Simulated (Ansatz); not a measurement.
Molecule: sum formula SiN$_{3}$H$_{6}$, net charge 0, doublet state. It need not be the lowest isomer of its formula. SMILES: [NH][SiH](N)N
Structure (B3LYP-D3(BJ)/def2-TZVP (Ansatz, a first-principles code) minimum search):
```
Si
N 1 1.7084
H 2 1.0077 1 119.94
H 2 1.0084 3 111.41 1 -148.63
N 1 1.7138 2 105.89 3 159.09
H 5 1.0060 1 122.75 2 163.53
H 5 1.0073 6 112.21 1 -157.26
N 1 1.7553 2 116.00 3 -80.16
H 8 1.0231 1 115.21 2 -164.47
H 1 1.4895 2 105.13 3 32.95
```
Charge 0, spin multiplicity 2.

Computed values are from Ansatz. Cores are frozen in the correlated levels unless marked. UHF or UKS for open shells. Spin-orbit coupling is left out. Non-relativistic. CBS marks a two-point X^-3 extrapolation of the correlation energy; Hartree-Fock from the larger set.

atomisation energy De: 3339.7 kJ/mol at CCSD(T)/CBS(aug-cc-pV(T+d)Z,aug-cc-pV(Q+d)Z)
total energy: -456.8007 Eh at CCSD(T)/CBS(aug-cc-pV(T+d)Z,aug-cc-pV(Q+d)Z)
dipole moment: 1.58 D at CCSD(T)/aug-cc-pV(D+d)Z
T1 diagnostic: 0.012 at CCSD/aug-cc-pV(Q+d)Z
